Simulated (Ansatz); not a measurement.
All numbers were calculated with Ansatz.

A structure relaxed at PBE0-D4/def2-TZVP, charge 0, multiplicity 1:

```csv
atom,x (Å),y (Å),z (Å)
C1,-1.773,-0.599,-1.691
C2,-1.356,-0.719,-0.232
B3,0.006,-0.080,0.222
C4,0.595,-0.473,1.627
C5,1.637,-1.582,1.411
C6,0.766,0.973,-0.663
C7,0.146,2.351,-0.376
H8,-1.816,0.445,-2.012
H9,-2.757,-1.038,-1.875
H10,-1.063,-1.106,-2.350
H11,-2.110,-0.241,0.416
H12,-1.381,-1.768,0.094
H13,-0.174,-0.837,2.317
H14,1.089,0.380,2.106
H15,2.093,-1.890,2.355
H16,2.443,-1.252,0.750
H17,1.187,-2.472,0.961
H18,1.834,1.013,-0.422
H19,0.679,0.765,-1.734
H20,0.226,2.614,0.682
H21,-0.915,2.378,-0.640
H22,0.645,3.138,-0.947
```

Task: Give its formula and SMILES.

Result: C6H15B, `CCB(CC)CC`.

Task: Point group (tolerance 0.08 Å, 0.16 Å for H)?

Result: C1.

Task: Summarise the bond lengths by kind.

Result: 3 × C–C 1.522 to 1.539 Å; 15 × C–H 1.093 to 1.103 Å; 3 × B–C 1.571 to 1.573 Å.
